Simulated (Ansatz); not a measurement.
Reaction: B2F4 (SMILES FB(F)B(F)F) → F (doublet) + B2F3 (SMILES F[B]B(F)F, doublet) (the B-F bond breaks)
Each species at its own B3LYP-D3(BJ)/def2-TZVP minimum (Ansatz, a first-principles code), one conformer.

Wanted: bond dissociation energy (electronic), in kcal/mol. Radicals and triplets start from unrestricted determinants; spin-orbit coupling is neglected. CBS(X,Y): correlation extrapolated as X^-3, Hartree-Fock from the larger set. A bracket is a step between two methods taken in the basis named. The functionals are non-relativistic, so their misses hold any scalar relativity. Double hybrids freeze cores in their MP2 part. '+ core + X2C': CCSD(T) terms for core correlation (cc-pwCVTZ) and scalar relativity (cc-pVTZ-DK).

CCSD(T)/CBS(cc-pVTZ,cc-pVQZ) + [CCSDT(Q) - CCSD(T)]/cc-pVDZ + core + X2C (Ansatz) gives 171.3 kcal/mol.

Problem. How far off this value is PBE/def2-TZVPD (Ansatz), in which direction, and which of these levels come nearer: r2SCAN/def2-TZVPD, PBE0/def2-TZVPD, wB97M-V/def2-TZVPD, B2PLYP/def2-TZVPD, CCSD(T)/CBS(cc-pVTZ,cc-pVQZ) + core + X2C?

Solution. PBE gives 167.0 kcal/mol, 4.3 kcal/mol below it. Differences of the others: r2SCAN/def2-TZVPD (Ansatz) -7.6; PBE0/def2-TZVPD (Ansatz) -7.9; wB97M-V/def2-TZVPD (Ansatz) -2.6; B2PLYP/def2-TZVPD (Ansatz) -4.4; CCSD(T)/CBS(cc-pVTZ,cc-pVQZ) + core + X2C (Ansatz) -0.1 kcal/mol. Nearer than PBE: wB97M-V/def2-TZVPD, CCSD(T)/CBS(cc-pVTZ,cc-pVQZ) + core + X2C.
